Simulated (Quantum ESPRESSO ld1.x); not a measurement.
Tb II, 64 electrons, occupied as [Xe] 4f9 6s1 (the NIST ground configuration). Calculated with ld1.x of Quantum ESPRESSO 7.5: scalar-relativistic Kohn-Sham, LDA (Slater exchange, VWN5 correlation), spin-polarised, spherical densities, point nucleus; open shells are filled with parallel spins first. Some entries of the table are withheld. Estimate them.

orbital,occ.,eigenvalue (Ry),<r> (bohr)
1s up,1,-3808.6838,0.02152
1s down,1,-3808.6830,0.02152
2s up,1,-631.7998,0.09156
2s down,1,-631.7937,0.09155
2p up,3,-561.6883,0.08091
2p down,3,-561.6838,0.08091
3s up,1,-140.4874,0.2397
3s down,1,-140.3466,0.2396
3p up,3,-118.8668,0.2384
3p down,3,-118.7271,0.2382
3d up,5,-90.6258,0.2167
3d down,5,-90.5166,0.2165
4s up,1,-28.2654,0.5418
4s down,1,-27.9605,0.5419
4p up,3,-21.1433,0.5740
4p down,3,-20.8417,0.5742
4d up,5,-11.3678,0.6240
4d down,5,-11.0721,0.6248
5s up,1,-4.0387,1.320
5s down,1,-3.8816,1.334
5p up,3,-2.3563,1.563
5p down,3,-2.2347,1.583
4f up,7,-0.8066,0.8856
6s up,1,-0.6878,(1)
6s down,0,-0.6183,(2)
5d up,0,-0.5578,2.750
4f down,2,-0.5516,0.9374
5d down,0,-0.4848,2.835
6p up,0,(3),4.664
6p down,0,(4),4.940

Answer. 
(1) 6s up <r> (bohr): 3.675
(2) 6s down <r> (bohr): 3.777
(3) 6p up eigenvalue (Ry): -0.4262
(4) 6p down eigenvalue (Ry): -0.3739
